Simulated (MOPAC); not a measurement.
MOPAC input (PM7):

```
PM7 FORCE THERMO(298,298) PRECISE LET UHF MS=0.5 GEO-OK AUX(PRECISION=9) THREADS=1
H5O2Si2

O     0.87278701 1    1.59778714 1    0.19504051 1
Si    0.45130647 1    0.09667066 1    0.05736731 1
O     1.50567332 1   -1.05383840 1   -0.06118268 1
Si   -1.64505921 1   -0.40706628 1    0.04834809 1
H     1.57973975 1    2.00680205 1    0.69806507 1
H     2.36622889 1   -1.07104044 1   -0.48541228 1
H    -2.45200958 1    0.63589206 1   -0.59520156 1
H    -2.18668234 1   -0.58940552 1    1.39925054 1
H    -1.90235120 1   -1.65116929 1   -0.68519503 1
```

From the output:

```
     H    9   0.197104   0.195430   3.015024

          HEAT OF FORMATION =    -129.882230 KCALS/MOLE

          ZERO POINT ENERGY      29.659 KCAL/MOL

           NORMAL COORDINATE ANALYSIS (Total motion = 1 Angstrom)

   Root No.       1         2         3         4         5         6         7         8

                 1 A       2 A       3 A       4 A       5 A       6 A       7 A       8 A

                  19.5      82.3     167.1     180.1     212.0     259.2     451.5     513.0

           1   -0.0006   -0.0213    0.0224    0.0333   -0.0076    0.0110    0.0719    0.0149
           2    0.0033    0.0514   -0.0303   -0.0420   -0.0604    0.0752    0.0137   -0.0028
           3    0.0198   -0.0327   -0.0751    0.0065    0.0259    0.0078   -0.0044   -0.0022
           4   -0.0006   -0.0213    0.0231    0.0339   -0.0078    0.0149    0.0527    0.0080
           5   -0.0003   -0.0120    0.0141    0.0186    0.0126   -0.0264   -0.0947    0.0039
           6    0.0037    0.0107    0.1212   -0.0302   -0.0049   -0.0021   -0.0009    0.0066
           7    0.0024    0.0309   -0.0089   -0.0180    0.0527   -0.0709   -0.0486    0.0042
           8   -0.0022   -0.0445    0.0334    0.0505   -0.0250    0.0323   -0.0536    0.0129
           9   -0.0295   -0.0284   -0.0765    0.0057   -0.0207   -0.0066    0.0047   -0.0013
          10   -0.0000    0.0198   -0.0202   -0.0311   -0.0118    0.0229   -0.0603   -0.0304
          11   -0.0000    0.0109   -0.0112   -0.0166    0.0219   -0.0425    0.1075   -0.0159
          12   -0.0001    0.0040   -0.0206    0.0087    0.0010    0.0011    0.0025   -0.0099
          13    0.0037   -0.0265   -0.0569    0.0157   -0.0219    0.0709    0.1194   -0.0011
          14   -0.0217   -0.1999   -0.0799   -0.1932    0.2114    0.2695    0.0470   -0.0303
          15    0.0544    0.2521   -0.1235    0.1588   -0.3156   -0.1406    0.0244    0.0076
          16   -0.0284   -0.1653   -0.1200   -0.1461   -0.1185   -0.2522   -0.1108   -0.0183
          17    0.0061    0.0761    0.0180    0.1057    0.1122    0.0723   -0.0781    0.0130
          18   -0.0002    0.2980   -0.0613    0.1711    0.3384    0.1526   -0.0254    0.0083
          19    0.1438    0.0159   -0.1046   -0.0934   -0.0065    0.0264   -0.0667    0.2842
          20    0.0725   -0.0106    0.0704    0.0103    0.0185   -0.0443    0.1176   -0.2626
          21   -0.2402    0.0373   -0.0530    0.0308    0.0003    0.0002   -0.0170    0.0471
          22   -0.2449    0.0626    0.0383   -0.0790   -0.0098    0.0284   -0.0349    0.0785
          23   -0.1381    0.0303   -0.1168    0.0086    0.0235   -0.0484    0.0648    0.1558
          24   -0.0166    0.0051   -0.0704    0.0260    0.0015   -0.0021   -0.0128    0.0427
          25    0.1125    0.0016   -0.0514   -0.0185   -0.0113    0.0225   -0.0646   -0.0232
          26    0.0719    0.0252   -0.0195   -0.1220    0.0279   -0.0370    0.1264    0.2958
          27    0.2550   -0.0321   -0.0892    0.0195    0.0020    0.0005   -0.0174    0.0421

   Root No.       9        10        11        12        13        14        15        16

                 9 A      10 A      11 A      12 A      13 A      14 A      15 A      16 A

                 522.8     718.0     779.9     850.2     871.5     874.3     964.1     987.9

           1   -0.0014    0.1033   -0.0479    0.0036   -0.0006   -0.0014   -0.0567   -0.1013
           2    0.0026    0.0276   -0.0252   -0.0005    0.0002    0.0010    0.0245    0.0173
           3   -0.0018    0.0201   -0.0244   -0.0007    0.0005    0.0005    0.0182    0.0168
           4   -0.0012   -0.0211    0.0335   -0.0013    0.0001    0.0008    0.0293    0.0975
           5   -0.0046    0.0391    0.0168    0.0021   -0.0002    0.0009   -0.0562    0.0530
           6    0.0214   -0.0006    0.0112    0.0001   -0.0012   -0.0002   -0.0002   -0.0088
           7   -0.0037   -0.0820   -0.0467   -0.0012    0.0002   -0.0004    0.0091   -0.0376
           8   -0.0074   -0.0724   -0.0237   -0.0032    0.0004   -0.0028    0.0647   -0.0933
           9   -0.0021   -0.0189   -0.0208    0.0006    0.0001    0.0007   -0.0165    0.0138
          10    0.0085    0.0044   -0.0020    0.0148   -0.0021   -0.0156   -0.0021   -0.0005
          11    0.0091   -0.0073   -0.0009   -0.0268   -0.0004   -0.0086    0.0040   -0.0003
          12   -0.0327    0.0005    0.0002   -0.0004   -0.0182    0.0019   -0.0001   -0.0002
          13   -0.0015   -0.1898    0.2672    0.0125   -0.0045   -0.0080   -0.2710   -0.2571
          14    0.0186   -0.1993    0.2163    0.0076   -0.0035   -0.0043   -0.1674   -0.1275
          15   -0.0191   -0.1898    0.2146    0.0047   -0.0024   -0.0051   -0.1504   -0.1312
          16   -0.0048    0.3053    0.3319   -0.0140    0.0034   -0.0118    0.3050   -0.2372
          17   -0.0124    0.0539    0.0987   -0.0069    0.0006   -0.0060    0.1377   -0.1355
          18   -0.0115    0.1794    0.1818   -0.0051    0.0001   -0.0058    0.1345   -0.1049
          19    0.0070    0.0054    0.0116   -0.2318   -0.2439    0.0269   -0.0188    0.0155
          20   -0.1099   -0.0049   -0.0058    0.1978   -0.0198    0.1589    0.0201   -0.0191
          21    0.1393   -0.0005   -0.0040   -0.0620    0.2553   -0.2573   -0.0112    0.0142
          22   -0.2239    0.0049    0.0143   -0.1401    0.1510    0.3535   -0.0142   -0.0131
          23    0.3090   -0.0136    0.0072    0.2440   -0.1150    0.2270    0.0293   -0.0073
          24    0.1285   -0.0040    0.0010    0.1208   -0.0747    0.0354    0.0142   -0.0012
          25    0.1013    0.0016    0.0002   -0.0394    0.1544    0.0795   -0.0039   -0.0057
          26   -0.2535   -0.0123    0.0161    0.3047    0.1466   -0.1331    0.0209    0.0275
          27    0.1396   -0.0017    0.0053   -0.0470    0.3526    0.1645   -0.0066   -0.0121

   Root No.      17        18        19        20        21

                17 A      18 A      19 A      20 A      21 A

                2274.8    2276.4    2290.0    2716.1    2735.9

           1    0.0000   -0.0001    0.0002   -0.0189    0.0192
           2    0.0000   -0.0000   -0.0001    0.0139   -0.0129
           3   -0.0000    0.0000   -0.0000    0.0117   -0.0111
           4   -0.0004    0.0002   -0.0005   -0.0023    0.0016
           5   -0.0003    0.0001    0.0009   -0.0013   -0.0030
           6   -0.0002   -0.0004   -0.0000    0.0016   -0.0001
           7    0.0000    0.0000   -0.0000    0.0027    0.0018
           8    0.0001   -0.0000   -0.0002   -0.0227   -0.0248
           9   -0.0000    0.0000    0.0000    0.0098    0.0102
          10   -0.0189    0.0085   -0.0064   -0.0001    0.0000
          11   -0.0112    0.0041    0.0102   -0.0000   -0.0001
          12   -0.0093   -0.0223   -0.0011   -0.0000   -0.0000
          13   -0.0001    0.0004    0.0008    0.3583   -0.3396
          14    0.0002   -0.0003   -0.0003   -0.2485    0.2369
          15    0.0002   -0.0001    0.0001   -0.2101    0.1976
          16    0.0003   -0.0001   -0.0002   -0.0367   -0.0396
          17   -0.0003    0.0003   -0.0009    0.4239    0.4448
          18    0.0002   -0.0001   -0.0001   -0.1757   -0.1826
          19    0.2480    0.0565   -0.1530    0.0003   -0.0008
          20    0.3655    0.0773   -0.2108   -0.0000    0.0001
          21    0.2614    0.0419   -0.1555    0.0002   -0.0004
          22    0.0116    0.0710    0.0464   -0.0000   -0.0001
          23   -0.0620   -0.1681   -0.1216    0.0004    0.0002
          24    0.1396    0.4290    0.3270   -0.0002    0.0009
          25    0.2757   -0.3692    0.2970    0.0005    0.0006
          26    0.0163   -0.0267    0.0282    0.0001    0.0007
          27   -0.1371    0.1611   -0.1395   -0.0003   -0.0003

           MASS-WEIGHTED COORDINATE ANALYSIS (NORMAL COORDINATES)

   Root No.       1         2         3         4         5         6         7         8

                 1 A       2 A       3 A       4 A       5 A       6 A       7 A       8 A

                  19.5      82.3     167.1     180.1     212.0     259.2     451.5     513.0

           1   -0.0044   -0.1349    0.1015    0.2232   -0.0458    0.0636    0.2864    0.1045
           2    0.0255    0.3262   -0.1373   -0.2817   -0.3618    0.4337    0.0547   -0.0196
           3    0.1518   -0.2076   -0.3404    0.0432    0.1553    0.0451   -0.0174   -0.0157
           4   -0.0058   -0.1788    0.1385    0.3014   -0.0622    0.1138    0.2781    0.0748
           5   -0.0033   -0.1012    0.0843    0.1653    0.1004   -0.2015   -0.5000    0.0366
           6    0.0375    0.0902    0.7276   -0.2683   -0.0386   -0.0162   -0.0048    0.0615
           7    0.0186    0.1960   -0.0405   -0.1206    0.3156   -0.4086   -0.1938    0.0292
           8   -0.0166   -0.2824    0.1512    0.3384   -0.1496    0.1861   -0.2136    0.0907
           9   -0.2257   -0.1803   -0.3465    0.0380   -0.1241   -0.0382    0.0186   -0.0089
          10   -0.0001    0.1664   -0.1210   -0.2765   -0.0936    0.1751   -0.3181   -0.2827
          11   -0.0001    0.0919   -0.0673   -0.1474    0.1735   -0.3244    0.5673   -0.1478
          12   -0.0008    0.0336   -0.1235    0.0775    0.0076    0.0081    0.0131   -0.0923
          13    0.0072   -0.0423   -0.0647    0.0263   -0.0330    0.1025    0.1194   -0.0020
          14   -0.0417   -0.3182   -0.0909   -0.3250    0.3180    0.3900    0.0470   -0.0535
          15    0.1045    0.4013   -0.1404    0.2670   -0.4747   -0.2035    0.0244    0.0134
          16   -0.0545   -0.2631   -0.1365   -0.2458   -0.1782   -0.3650   -0.1107   -0.0322
          17    0.0117    0.1211    0.0204    0.1777    0.1687    0.1047   -0.0781    0.0230
          18   -0.0003    0.4744   -0.0697    0.2879    0.5089    0.2208   -0.0254    0.0146
          19    0.2762    0.0253   -0.1190   -0.1571   -0.0098    0.0382   -0.0667    0.5015
          20    0.1392   -0.0168    0.0800    0.0174    0.0278   -0.0640    0.1176   -0.4634
          21   -0.4616    0.0594   -0.0603    0.0518    0.0004    0.0004   -0.0170    0.0831
          22   -0.4706    0.0996    0.0435   -0.1329   -0.0148    0.0411   -0.0349    0.1386
          23   -0.2654    0.0482   -0.1328    0.0145    0.0354   -0.0700    0.0648    0.2749
          24   -0.0318    0.0082   -0.0801    0.0437    0.0023   -0.0030   -0.0128    0.0754
          25    0.2162    0.0026   -0.0584   -0.0311   -0.0170    0.0325   -0.0646   -0.0410
          26    0.1382    0.0402   -0.0222   -0.2053    0.0420   -0.0536    0.1264    0.5221
          27    0.4899   -0.0511   -0.1014    0.0329    0.0029    0.0007   -0.0174    0.0743

   Root No.       9        10        11        12        13        14        15        16

                 9 A      10 A      11 A      12 A      13 A      14 A      15 A      16 A
```
